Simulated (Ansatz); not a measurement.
Q: Name a neutral molecule of B, F, N, O and H with zero-point energy (PBE0-D4/def2-TZVP) between 96 and 112 kJ/mol and HOMO energy (PBE/def2-TZVPP) between -6.25 and -5.95 eV (Ansatz, PBE0-D4/def2-TZVP geometry).

A: `OB1NB1F` (108.4 kJ/mol, -5.98 eV). Other molecules can fit too; these were computed, each in one conformer that needn't be the lowest.
